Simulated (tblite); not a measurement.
Compound: C5H6FO (doublet state).
Structure used (GFN2-xTB), in Å, numbered top down from 1:
```
atom  x, y, z in Å
F1    -0.946    1.977    0.596
C2    -0.092    1.217   -0.270
C3    -0.848    0.100   -0.859
C4    -0.781   -1.241   -0.250
O5     0.456   -1.588    0.347
C6     1.252   -0.579    0.747
C7     1.077    0.718    0.512
H8     0.204    1.960   -1.025
H9    -1.654    0.305   -1.541
H10   -1.559   -1.327    0.537
H11   -0.994   -2.023   -0.990
H12    2.107   -0.961    1.286
H13    1.774    1.443    0.893
```

All values are computed: GFN2-xTB (tblite) harmonic vibrations without scaling, gas phase. This tight-binding method is rough: wavenumbers can miss measured ones by several per cent, in bad cases by 10 to 20. One conformer, not necessarily the lowest. Open shells enter through the occupations alone, without spin polarisation, and single modes of such species can be off by tens of per cent.

Harmonic wavenumbers (cm⁻¹): 49.3, 128.3, 295.5, 324.5, 452.3, 490.6, 565.0, 590.9, 731.7, 806.4, 848.6, 886.2, 891.8, 942.4, 969.7, 996.8, 1107.5, 1134.0, 1163.6, 1230.5, 1252.8, 1265.4, 1307.6, 1327.1, 1343.4, 1419.6, 1698.4, 2719.2, 2870.8, 2916.0, 3077.5, 3128.4, 3133.5.

A = 4743, B = 2520, C = 1865 MHz; mass 101.040 u (most abundant isotopes); point group C1, symmetry number 1; spin multiplicity 2.

Problem. What is the zero-point energy?

Solution. ½Σν̃ = 21033 cm⁻¹ = 251.60 kJ/mol.

Problem. What is S at 200 K and 1 bar for an ideal gas of classical rigid rotors and harmonic oscillators?

Solution. Translation 158.12, rotation 108.28, vibration 37.63, spin (R ln 2) 5.76: S = 309.8 J/(mol K).

Problem. And Cp and H(200 K) − H(0)?

Solution. Cp = 77.91 J/(mol K), of which vibrations give 44.65 (their classical limit is 33 R = 274.4); H(200 K) − H(0) = 10.75 kJ/mol without the zero-point energy, 4.10 from vibrations.

Problem. Which modes carry the vibrational entropy at 200 K?

Solution. 49.3 cm⁻¹: 16.98; 128.3 cm⁻¹: 9.27; 295.5 cm⁻¹: 3.45; 324.5 cm⁻¹: 2.93; 452.3 cm⁻¹: 1.41; 490.6 cm⁻¹: 1.13 J/(mol K); the other 27 give 2.45 together.

Problem. Blend soft modes into free rotors: weight 1/[1 + (100 cm⁻¹/ν̃)⁴] for the oscillator and the rest for a rotor with moment μB/(μ + B), μ = h/(8π²ν), B = 10⁻⁴⁴ kg m². What vibrational entropy results?

Solution. 34.15 J/(mol K) in place of 37.63, which changes −T·S at 200 K by +0.70 kJ/mol.

Problem. What must be added to the electronic energy to get the Gibbs energy at 200 K and 1 bar?

Solution. ZPE + [H(200 K) − H(0)] − T·S = 251.60 + 10.75 − 61.96 = 200.39 kJ/mol.

Hindered rotation and anharmonicity are outside this model. Other conformers, if any are populated, would add a mixing term that is left out. The structure is chiral; the term R ln 2 for an equal mix with its mirror image is left out.
